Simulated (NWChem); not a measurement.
System: CH3ClOTe; SMILES CO[Te]Cl

```xyz
7

Te     0.6538     0.0058    -0.0276
Cl    -0.9161    -1.7780     0.0363
O     -0.5219     1.4786     0.5651
C     -1.4925     1.9623    -0.3356
H     -2.2701     1.2065    -0.5415
H     -1.9692     2.8287     0.1493
H     -1.0564     2.2888    -1.2965
```
Atoms are numbered in this order, from 1.

Program: NWChem. Medium grid unless said otherwise, to which SCAN and Minnesota functionals are sensitive. Coordinates come from a PBE0/def2-SVP optimisation. def2 effective core potentials on Te; no spin-orbit coupling. Total energies of different functionals are on different scales.

```csv
level,energy (Ha),highest occupied level (eV),orbital gap (eV),dipole (D)
B3LYP/def2-SVP,-843.2079,-6.02,3.60,2.04
PBE/def2-SVP,-842.7808,-5.08,2.08,1.96
SCAN/def2-SVP,-843.1948,-5.39,2.36,2.11
MN15-L/def2-SVP,-842.0016,-5.45,2.67,2.24
revPBE/def2-SVP,-843.0334,-5.05,2.11,1.99
r2SCAN/def2-SVP,-843.1176,-5.41,2.42,2.11
MN15/def2-SVP,-842.1995,-6.88,5.17,2.20
BP86/def2-SVP,-843.2853,-5.20,2.07,1.98
```
